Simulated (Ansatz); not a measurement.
CH$_{4}$FNTe (`NC(F)[TeH]`). The species carries charge 0 and has multiplicity 1. Te: def2 effective core potential.

Z-matrix (Å, degrees):
```
C
F 1 1.373
Te 1 2.201 2 107.1
N 1 1.399 2 110.7 3 -123.8
H 1 1.089 2 108.0 3 115.5
H 3 1.657 1 94.3 2 44.8
H 4 1.009 1 115.8 2 80.2
H 4 1.007 1 114.5 2 -146.6
```

Problem. List the harmonic frequencies (cm⁻¹, unscaled) at PBE0-D4/def2-TZVP in Ansatz. (An estimate is asked.)

Solution. Computed: 120, 203, 233, 280, 514, 565, 604, 661, 989, 1127, 1188, 1285, 1414, 1648, 2155, 3127, 3578, 3688.

Problem. Is this a minimum?

Solution. Yes, all 18 modes are real.

Problem. Give the ideal-gas thermochemistry at 298.15 K and 1 bar (rigid rotor, harmonic oscillator; point group C1, symmetry number 1).

Solution. Zero-point energy 139.9 kJ/mol; H(298) − E = 157.6 kJ/mol; entropy 330.2 J/(mol·K), of which translation 173.4, rotation 111.7, vibration 45.1; G(298) − E = 59.2 kJ/mol.

Problem. Rotational constants (cm⁻¹)?

Solution. 0.2947, 0.06932, 0.05855.
